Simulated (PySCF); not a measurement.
A calculated (PBEsol, PySCF 2.14, aug-cc-pwCVTZ-DK with one added diffuse shell each of s, p, d, f, g type, scalar relativity by spin-free X2C-1e) atom or ion has these occupied shells.

```
shell  electrons  orbital energy (eV)  rms radius, mean of both spins (bohr)
 1s α          1              -4389.7                                 0.0845
 1s β          1              -4389.6                                 0.0845
 2s α          1              -474.50                                  0.374
 2s β          1              -474.24                                  0.374
 2p α          3              -388.84                                  0.342
 2p β          3              -388.62                                  0.342
 3s α          1              -56.196                                   1.16
 3s β          1              -55.354                                   1.16
 3p α          3              -34.883                                   1.27
 3p β          3              -34.004                                   1.27
 4s α          1               -5.228                                   3.82
 3d α          1               -4.877                                   2.07
 4p α          1               -2.422                                   4.97
```

Q: Name the element and its charge.

A: Sc (scandium, neutral), in [Ar] 3d1 4s1 4p1, one real determinant (an excited configuration).
